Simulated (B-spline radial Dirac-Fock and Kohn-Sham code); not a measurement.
Compton profile of Se⁶⁺

System: Se⁶⁺ in the configuration 1s2 2s2 2p6 3s2 3p6 3d10, inside a Watson sphere of charge -6 and radius 1.6 Å (a model of the Madelung potential; inside it an electron's potential energy is raised by 54.0 eV).

Method: the impulse approximation on Dirac-Fock densities. Computed with an atomic code on a B-spline grid. pz is in atomic units of momentum; subshell profiles are per electron, for a selection of subshells; open shells are spread over both j values by their weights.

| pz | J total | J 1s1/2 | J 2p3/2 | J 3p1/2 | J 3d5/2 |
| --- | --- | --- | --- | --- | --- |
| 1.4 | 2.727 | 0.0248 | 0.0473 | 0.138 | 0.110 |
| 1.6 | 2.637 | 0.0247 | 0.0472 | 0.132 | 0.109 |
| 1.8 | 2.535 | 0.0247 | 0.0472 | 0.126 | 0.107 |
| 2 | 2.422 | 0.0246 | 0.0471 | 0.119 | 0.104 |
| 2.5 | 2.108 | 0.0245 | 0.0468 | 0.0971 | 0.0945 |
| 3 | 1.782 | 0.0243 | 0.0464 | 0.0740 | 0.0820 |
| 4 | 1.223 | 0.0239 | 0.0448 | 0.0361 | 0.0559 |
| 5 | 0.8474 | 0.0233 | 0.0423 | 0.0152 | 0.0352 |
| 7 | 0.4657 | 0.0219 | 0.0348 | 0.00385 | 0.0130 |
| 10 | 0.2370 | 0.0193 | 0.0220 | 0.00322 | 0.00292 |
| 15 | 0.09455 | 0.0145 | 0.00792 | 0.00159 | 0.000304 |
| 20 | 0.04458 | 0.0101 | 0.00263 | 0.000549 | 4.35e-05 |
| 30 | 0.01357 | 0.00446 | 0.000337 | 7.01e-05 | 1.92e-06 |
| 40 | 0.005058 | 0.00191 | 5.89e-05 | 1.24e-05 | < 1e-6 |
| 60 | 0.0009721 | 0.000403 | 3.85e-06 | < 1e-6 | < 1e-6 |
| 100 | 8.770e-05 | 3.81e-05 | < 1e-6 | < 1e-6 | < 1e-6 |

Q: What is the peak value J(0), and which subshell contributes most to it?

A: J(0) = 3.006. The 3d5/2 subshell gives the largest part, 22 %.

Mean momentum ⟨p⟩ by subshell (a.u.): 1s1/2 29.5, 2s1/2 10.1, 2p1/2 13.6, 2p3/2 13.3, 3s1/2 4.32, 3p1/2 5.11, 3p3/2 5.02, 3d3/2 5.62, 3d5/2 5.58.
